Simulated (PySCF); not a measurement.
Species: sum formula H2BO3, charge -1, multiplicity 1. SMILES of the parent species: [O]B(O)O
Geometry from a B3LYP-D3(BJ)/def2-TZVP (Ansatz) optimisation:
```
B
O 1 1.2774
O 1 1.4642 2 124.32
H 3 0.9610 1 111.23 2 162.70
O 1 1.4642 2 124.32 3 -180.00
H 5 0.9610 1 111.23 2 162.70
```
Charge -1, spin multiplicity 1.

Dispersion corrections to the total energy (kcal/mol) from the dftd3 and dftd4 libraries through PySCF: D3(BJ) without and D4 with the three-body term, each with the damping fitted for the functional named.

```tsv
functional	D3(BJ)	D4
PW6B95	-0.72	-1.86
TPSS	(withheld)	-2.82
LC-wPBE	-1.44	(withheld)
B2GP-PLYP	-0.91	-0.83
B2PLYP	-1.25	-1.43
PBE	(withheld)	-2.07
revPBE	-4.43	-7.74
```

Problem. Fill in the missing entries.

Solution. 
- TPSS, D3(BJ): -2.02
- LC-wPBE, D4: -2.29
- PBE, D3(BJ): -1.64
